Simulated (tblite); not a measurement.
Species: C5H14OSi2.
Structure used (GFN2-xTB), in Å, numbered top down from 1:
```
atom  x, y, z in Å
Si1    3.1292    0.7264   -0.4415
C2     1.7794   -0.6037   -0.5735
C3     0.4631   -0.2407    0.1131
C4    -0.4393   -1.4814    0.1971
O5    -1.6502   -1.2712    0.8828
C6    -2.6088   -0.5305    0.1665
C7    -2.2630    0.9528    0.0362
Si8   -0.5343    1.1464   -0.7318
H9     2.7147    1.9501   -1.1297
H10    3.3847    1.0132    0.9721
H11    4.3554    0.2108   -1.0570
H12    2.1621   -1.5277   -0.1270
H13    1.5861   -0.8359   -1.6235
H14    0.6789    0.0561    1.1458
H15    0.0658   -2.2767    0.7566
H16   -0.6454   -1.8585   -0.8183
H17   -3.5402   -0.6620    0.7260
H18   -2.7418   -0.9690   -0.8354
H19   -2.2836    1.4002    1.0302
H20   -3.0346    1.4452   -0.5536
H21    0.0110    2.4782   -0.4584
H22   -0.5996    0.8971   -2.1808
```

All values are computed: GFN2-xTB (tblite) harmonic vibrations without scaling, gas phase. Errors from tens to a few hundred cm⁻¹ against measured bands are possible. Modes of hydrogen on silicon can be 10 to 20 % off. One conformer, not necessarily the lowest.

Harmonic wavenumbers (cm⁻¹): 54.7, 76.8, 129.8, 146.2, 174.0, 244.0, 284.6, 327.0, 386.6, 394.2, 472.3, 505.6, 539.8, 563.6, 580.3, 653.4, 668.9, 718.1, 765.8, 770.0, 778.5, 789.0, 794.6, 803.9, 816.5, 917.7, 961.5, 1001.7, 1027.8, 1057.5, 1085.2, 1107.5, 1119.1, 1153.5, 1189.6, 1236.9, 1258.0, 1293.5, 1303.7, 1314.9, 1343.6, 1354.3, 1464.7, 1475.4, 1479.2, 1492.4, 2200.3, 2245.6, 2252.2, 2254.7, 2265.6, 2837.5, 2846.8, 2916.7, 2925.3, 2931.2, 2946.1, 2963.0, 2987.9, 2999.5.

A = 2803, B = 791.3, C = 657.9 MHz; mass 146.058 u (most abundant isotopes); point group C1, symmetry number 1.

Q: Zero-point energy?

A: Half the sum of the wavenumbers: 37824 cm⁻¹ = 452.47 kJ/mol.

Q: What is S at 400 K and 1 bar for an ideal gas of classical rigid rotors and harmonic oscillators?

A: Translation 177.12, rotation 128.26, vibration 175.48: S = 480.9 J/(mol K).

Q: And Cp and H(400 K) − H(0)?

A: Cp = 234.36 J/(mol K), of which vibrations give 201.11 (their classical limit is 60 R = 498.9); H(400 K) − H(0) = 51.80 kJ/mol without the zero-point energy, 38.50 from vibrations.

Q: Blend soft modes into free rotors: weight 1/[1 + (100 cm⁻¹/ν̃)⁴] for the oscillator and the rest for a rotor with moment μB/(μ + B), μ = h/(8π²ν), B = 10⁻⁴⁴ kg m². What vibrational entropy results?

A: 165.09 J/(mol K) in place of 175.48, which changes −T·S at 400 K by +4.15 kJ/mol.

Q: What must be added to the electronic energy to get the Gibbs energy at 400 K and 1 bar?

A: ZPE + [H(400 K) − H(0)] − T·S = 452.47 + 51.80 − 192.34 = 311.93 kJ/mol.

Hindered rotation and anharmonicity are outside this model. Other conformers, if any are populated, would add a mixing term that is left out. The structure is chiral; the term R ln 2 for an equal mix with its mirror image is left out.
